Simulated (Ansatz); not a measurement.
Consider the ligand exchange at a Ge–Br bond: `[CH3][Ge][Br]` + NH₃ → `[CH3][Ge][NH2]` + HBr.

Calculated with Ansatz (gas phase, PBE0-D4/def2-TZVP geometries, no zero-point term in ΔE). CCSD(T)/CBS adds triple-zeta CCSD(T) − MP2 to the extrapolated MP2 energy (def2 sets, frozen cores). This one scheme is used for every species. Functionals use def2-TZVPP. B3LYP here is the variant with VWN-RPA as its local correlation; programs differ in this. HSE06 is defined as in plane-wave codes. For Br, Ge outer-core shells are correlated without core-valence functions, which leaves a few kJ/mol of doubt a bond. Scalar relativity is left out up to krypton. One conformer a species, not always the lowest.

```
             level  ΔE (kJ/mol)  difference from CCSD(T)/CBS
            PBE-D4         67.6                          4.6
           BLYP-D4         66.5                          3.5
         r2SCAN-D4         65.2                          2.2
            B97M-V         66.7                          3.7
           PBE0-D4         69.8                          6.8
          B3LYP-D4         68.6                          5.6
        r2SCAN0-D4         68.4                          5.4
          HSE06-D4         70.4                          7.4
          BHLYP-D4         72.6                          9.6
      CAM-B3LYP-D4         61.1                         -1.9
           ωB97X-V         62.4                         -0.6
           ωB97M-V         65.0                          2.0
            B2PLYP         64.2                          1.2
          PBE-QIDH         65.8                          2.8
               PBE         67.6                          4.6
            revPBE         70.5                          7.5
              BLYP         67.1                          4.1
            r2SCAN         65.3                          2.3
              PBE0         69.7                          6.7
             B3LYP         68.2                          5.2
           r2SCANh         66.6                          3.6
           r2SCAN0         68.5                          5.5
             HSE06         70.1                          7.1
             BHLYP         70.2                          7.2
         CAM-B3LYP         60.7                         -2.3
           LC-ωPBE         58.4                         -4.6
RPA@PBE/def2-TZVPP         53.7                         -9.3
       HF/def2-SVP         67.2                          4.2
     CCSD/def2-SVP         50.8                        -12.2
  CCSD(T)/def2-SVP         48.4                        -14.6
     HF/def2-TZVPP         75.2                         12.2
    MP2/def2-TZVPP         59.5                         -3.5
SCS-MP2/def2-TZVPP         59.0                         -4.0
   CCSD/def2-TZVPP         59.5                         -3.5
CCSD(T)/def2-TZVPP         58.0                         -5.0
     HF/def2-QZVPP         74.4                         11.4
    MP2/def2-QZVPP         62.1                         -0.9
SCS-MP2/def2-QZVPP         61.3                         -1.7
     MP2/CBS(def2)         64.4                          1.4
    CCSD/CBS(def2)         64.5                          1.5
       CCSD(T)/CBS         63.0                            0
```

Largest T1 diagnostic among the species: 0.014.

In def2-TZVPP, CCSD(T) changes the Hartree–Fock value by −17.2 kJ/mol (the triples alone add −1.5 kJ/mol) and MP2 by −15.7 kJ/mol. From BLYP to BHLYP (50 % exact exchange), in def2-TZVPP and without D4, ΔE moves by +3.1 kJ/mol. At CCSD(T), def2-SVP lies −14.6 kJ/mol from the extrapolated value and def2-TZVPP −5.0 kJ/mol.
